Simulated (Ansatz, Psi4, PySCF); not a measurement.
H5ClOSi2, singlet, at a GFN2-xTB geometry, atoms displaced at random by about 0.03 Å a coordinate. Base run: B3LYP/6-31G, gradient (PySCF).

Input for PySCF:
```python
from pyscf import gto, scf, dft

mol = gto.M(
    atom='''
Si   -2.131881    0.003139   -0.652727
O    -0.493923    0.062062   -0.786915
Si    1.066504    0.134025   -0.426852
Cl    1.390036   -0.115704    1.506556
H    -2.541495   -1.349107   -1.243816
H    -2.656280    1.131737   -1.414674
H    -2.479954    0.074185    0.723614
H     1.604073    1.374585   -0.891971
H     1.638640   -1.134334   -1.154911
''',
    basis='6-31g',
    charge=0,
    spin=0,
    verbose=4,
)

mf = dft.RKS(mol)
mf.xc = 'b3lyp'
mf.kernel()
g = mf.nuc_grad_method()
grad = g.kernel()
```

Programs used: Ansatz (a program for electronic structure), Psi4, PySCF; a row that names a program was run with it.

The coordinate followed is x of atom 4.

Each row names what was changed in the base input (with any setting that the change needs).

| change | dE/dx (Eh/bohr) | net force (Eh/bohr) |
|---|---|---|
| base | -0.016252 | 0.000036 |
| density fitting = on; auxbasis_response = off | -0.016219 | 0.000668 |
| grids.level = 0; grid_response = on | -0.016185 | 0.000000 |
| grids.level = 1; grid_response = on | -0.016288 | 0.000000 |
| conv_tol = 1e-6 | -0.016254 | 0.000036 |
| density fitting = on | -0.016255 | 0.000036 |
| grids.level = 1; grid_response = off | -0.016061 | 0.000404 |
| code = psi4 | -0.016203 | 0.000295 |
| code = ansatz | -0.016259 | 0.000000 |
| grids.level = 5; grid_response = on | -0.016260 | 0.000000 |
| finite difference step (bohr) = 0.2; conv_tol = 1e-11 | -0.016066 | - |
| grid_response = on | -0.016253 | 0.000000 |

The net force is zero for an exact gradient.
